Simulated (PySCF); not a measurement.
Molecule: B(H)(NMe2)(SiH3), SMILES CN(C)B[SiH3]. Atoms near the plane z = 1.2 Å, at the GFN2-xTB optimised geometry (x, y, z in Å): B1 (0.0, 0.9, 0.0), H2 (-0.6, 1.9, 0.0), N3 (-0.7, -0.3, 0.0), C4 (-0.2, -1.6, 0.0), C5 (-2.2, -0.3, 0.0), H6 (-0.6, -2.2, 0.9), H8 (0.9, -1.6, 0.0), H10 (-2.6, -0.9, 0.9), H11 (-2.6, 0.7, 0.0), Si12 (2.0, 0.9, 0.0), H14 (2.6, 0.2, 1.2), H15 (2.6, 2.2, 0.0).

Calculation: B3LYP/def2-TZVP (PySCF). The values are rescaled to run from 0 to 1.

```
|0000000000000000000000000000000|
|0000000000000000000000000000000|
|0000000000000000000000000000000|
|0000000000000000000000000000000|
|0000000000000000000000110000000|
|0000000000000100000012222100000|
|0000000000012221111123333210000|
|0000000000123333222234443321000|
|0000000001233444333344544321000|
|0000000112234554444445554431000|
|0000011222344555555555655432100|
|0000123333344555555566665432100|
|0000133444345555566667776543100|
|0001234554445566666678887653100|
|0001345555556666556678998653200|
|0002346666566666555678998653200|
|0002456777666665544567777543100|
|0012467887656665444455665432100|
|0002457887655665544344444321000|
|0002356776556666554333332210000|
|0001345555456777654332111000000|
|0000123444467887654321000000000|
|0000012223457887643320000000000|
|0000000112356776543210000000000|
|0000000001345555432100000000000|
|0000000000123443210000000000000|
|0000000000012221100000000000000|
|0000000000000000000000000000000|
|0000000000000000000000000000000|
|0000000000000000000000000000000|
|0000000000000000000000000000000|
```
Scale: ten equal steps from 0.000 (start of '0') to 1.00 (end of '9'), in the order '0123456789'; x runs from -5.00 to 5.00, y from -5.00 (bottom) to 5.00 (top).

### Question
Which quantity is mapped?
(A) deformation density (molecule minus spherical neutral atoms)
(B) an orbital amplitude
(C) log10 of the electron density
(D) electrostatic potential

### Answer
C, log10 of the electron density. In full: log10 of the electron density (e/bohr³), floored at −4.
